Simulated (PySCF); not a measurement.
**Spinor energies of Ir⁴³⁺ (iridium, charge +43)**

Start: [Ar] 3d10 4s2 4p4; 4p1/2 filled at m_j = -1/2, +1/2; 4p3/2 filled at m_j = +1/2, +3/2. Calculated with PySCF 2.14 in an uncontracted even-tempered set (16 s from 5.5 bohr⁻², ratio 2.8; 13 p from 7.2 bohr⁻², ratio 2.8; 8 d from 13 bohr⁻², ratio 2.8; 4 f from 33 bohr⁻², ratio 3): generalised Hartree-Fock with the X2C-1e Hamiltonian and a Gaussian nucleus; one run each with spin-orbit coupling (SO) switched off, then screened by Boettger's factors.

| spinor shell | electrons | ε, spin-free (eV) | ε, screened SO (eV) | weight of nominal j (screened SO) | rms radius, screened SO (bohr) |
| --- | --- | --- | --- | --- | --- |
| 1s1/2 | 2 | -78633.5 | -78603.4 | 1.000 | 0.0197 |
| 2s1/2 | 2 | -15619.8 | -15608.8 | 1.000 | 0.0795 |
| 2p1/2 | 2 | -13853.6 | -15022.9 | 1.000 | 0.0674 |
| 2p3/2 | 4 | -13853.6 | -13384.7 | 1.000 | 0.0751 |
| 3s1/2 | 2 | -5227.2 | -5222.2 | 1.000 | 0.201 |
| 3p1/2 | 2 | -4697.6 | -4966.0 | 1.000 | 0.192 |
| 3p3/2 | 4 | -4697.6 | -4585.5 | 1.000 | 0.207 |
| 3d3/2 | 4 | -4126.0 | -4171.8 | 1.000 | 0.181 |
| 3d5/2 | 6 | -4126.0 | -4089.8 | 1.000 | 0.184 |
| 4s1/2 | 2 | -2416.7 | -2414.9 | 1.000 | 0.423 |
| 4p1/2 | 2 | -2230.2 | -2310.9 | 0.999 | 0.415 |
| 4p3/2 | 2 | -2230.2 | -2195.4 | 0.999 | 0.436 |

```tsv
quantity	spin-free	screened SO
E (hartree)	-16587.13483	-16614.54282
M_J	2	2
⟨J²⟩	6.001	6.003
⟨L²⟩	2.001	3.303
⟨S²⟩	2.000	1.457
```

Each row is a mean over spinors that exchange with the open shell spreads, by up to 18.387 eV (4s1/2).

Breit and QED terms are absent; they matter most for the inner s and p1/2 levels.

Densities and radii are taken from the X2C orbitals without a picture-change correction, which distorts them close to the nucleus.

Without spin-orbit coupling the j labels of p, d and f shells carry no meaning; the spin-free column gives the mean over the occupied spinors of each nl shell.
